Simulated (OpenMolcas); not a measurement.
# W III: effect of the basis set

```yaml
Program: OpenMolcas 26.06
Method: CASSCF
Active_space: 4 electrons in 5 orbitals (5d)
State_averaging: 2S+1 = 5 even, 5 roots; 2S+1 = 3 even, 45 roots; 2S+1 = 1 even, 50 roots
Spin-orbit_coupling: RASSI with atomic mean-field integrals over the reference wave functions, term energies averaged over their components
```

A. ANO-R1 [7s5p4d2f], X2C, finite nucleus; cost roughly 21 core-seconds
B. ANO-RCC-VDZP [7s6p4d2f1g], DKH2, point nucleus; cost roughly 30 core-seconds
C. ANO-R2 [8s6p5d3f2g], X2C, finite nucleus; cost roughly 40 core-seconds
D. ANO-RCC-VTZP [8s7p5d3f2g1h], DKH2, point nucleus; cost of the order of 60 core-seconds
E. ANO-R3 [9s7p6d4f3g2h], X2C, finite nucleus; cost of the order of 70 core-seconds
F. ANO-RCC-VQZP [9s8p6d4f3g2h], DKH2, point nucleus; cost of the order of 40 core-seconds

Energies in eV above 5d4 5D0, the measured ground level; measured values from NIST levels as listed in McCann et al., Mon. Not. R. Astron. Soc. 538, 537 (2025).

| Level | A | B | C | D | E | F | Measured |
| --- | --- | --- | --- | --- | --- | --- | --- |
| 5d4 5D0 | 0.0000 | 0.0000 | 0.0000 | 0.0000 | 0.0000 | 0.0000 | 0.0000 |
| 5d4 5D1 | 0.2197 | 0.2392 | 0.2055 | 0.1979 | 0.2038 | 0.2067 | 0.2797 |
| 5d4 5D2 | 0.4765 | 0.5086 | 0.4499 | 0.4364 | 0.4464 | 0.4519 | 0.5531 |
| 5d4 5D3 | 0.7249 | 0.7626 | 0.6898 | 0.6725 | 0.6847 | 0.6923 | 0.7783 |
| 5d4 5D4 | 0.9525 | 0.9885 | 0.9128 | 0.8940 | 0.9066 | 0.9156 | 0.9530 |
| 5d4 3P0(1) [69 %] | 1.8822 | 1.8468 | 1.8702 | 1.8730 | 1.8672 | 1.8749 | 1.2280 |
| 5d4 3H4 [64 %] | 2.0349 | 1.9965 | 2.0234 | 2.0261 | 2.0214 | 2.0294 | 1.6987 |
| 5d4 3H5 | 2.4145 | 2.3904 | 2.3902 | 2.3855 | 2.3879 | 2.3993 |  |
| 5d4 3G3 [58 %] | 2.4524 | 2.4121 | 2.4370 | 2.4377 | 2.4351 | 2.4450 |  |
| 5d4 3P1(1) | 2.4793 | 2.4528 | 2.4546 | 2.4503 | 2.4517 | 2.4636 |  |
| 5d4 3F2(1) | 2.5622 | 2.5203 | 2.5449 | 2.5450 | 2.5428 | 2.5536 |  |
| 5d4 3H6 | 2.6120 | 2.5885 | 2.5836 | 2.5772 | 2.5808 | 2.5936 |  |
| 5d4 3P2(1) [64 %] | 3.0839 | 3.0526 | 3.0539 | 3.0469 | 3.0512 | 3.0657 |  |
| 5d4 3F3(1) [60 %] | 3.1856 | 3.1649 | 3.1483 | 3.1374 | 3.1449 | 3.1609 |  |
| 5d4 3G5 | 3.4278 | 3.4149 | 3.3833 | 3.3687 | 3.3797 | 3.3976 |  |
| 5d4 3D3 | 3.5055 | 3.4535 | 3.4833 | 3.4817 | 3.4809 | 3.4948 |  |
| 5d4 1I6 | 3.6758 | 3.6436 | 3.6389 | 3.6296 | 3.6364 | 3.6544 |  |
| 5d4 3D1 | 3.8249 | 3.7884 | 3.7894 | 3.7805 | 3.7863 | 3.8035 |  |
| 5d4 1G4(1) [57 %] | 4.1944 | 4.1699 | 4.1461 | 4.1303 | 4.1428 | 4.1644 |  |
| 5d4 1S0(1) | 4.3832 | 4.3318 | 4.3476 | 4.3396 | 4.3450 | 4.3653 |  |
| 5d4 1F3 [74 %] | 4.8371 | 4.7645 | 4.8093 | 4.8062 | 4.8068 | 4.8261 |  |
| 5d4 3P2(2) | 5.3811 | 5.2791 | 5.3633 | 5.3669 | 5.3619 | 5.3808 |  |
| 5d4 3F4(2) | 5.5230 | 5.4256 | 5.4999 | 5.5011 | 5.4979 | 5.5185 |  |
| 5d4 3F2(2) | 5.7017 | 5.6171 | 5.6700 | 5.6662 | 5.6678 | 5.6901 |  |

Deviations, from unrounded energies. A percentage is the sum of absolute deviations over the sum of measured energies, with the sign that they share, or ± where signs differ.

```
                        Against measurement  Levels      A      B      C      D      E      F
             mean absolute deviation (cm-1)       6   1600   1400   1700   1800   1700   1700
      fine structure of the ground term (%)       4   -7.4   ±5.3  -11.9  -14.2  -12.6  -11.6
other terms of the ground configuration (%)       2  +33.8  +31.3  +33.0  +33.2  +32.9  +33.4
```

B lies closest to measurement on these levels and D furthest from it. The largest miss of B in the table is 5d4 3P0(1) [69 %], by +5000 cm-1. The ranking rests on the paired levels alone, and a cruder setting can come out closer through cancelling errors.

Among A to F the level of the table that moves most is 5d4 3P2(2), by 820 cm-1 (lowest in B, highest in A).

Configurations with an s electron lie low in 5d ions of this charge, fall among these levels and mix in, so low-spin terms can stand far too high, up to twice their true height, and weights are not those of the real levels. Without dynamic correlation excited terms often stand tens of per cent too high (terms of higher spin than the ground term too low), and those without a measured partner can miss by more than the paired ones. Some levels mix across a computed gap that differs much from the measured one, so their mixing is not that of the real levels (holds for C; D; E). Computed and measured levels are paired by configuration, term and J; levels that our copy of the source lacks, or whose pairing is in doubt (as where it misses far off the trend of its configuration), stay unpaired and out of the deviations. Only configurations of the active space appear. The table leaves out levels that lie high or whose names do not pair safely across all columns.

A share in square brackets marks a mixed level and gives the weight of the term that names it, the lowest over the columns. A number in round brackets counts repeated terms of one configuration in the order of the reference energies.
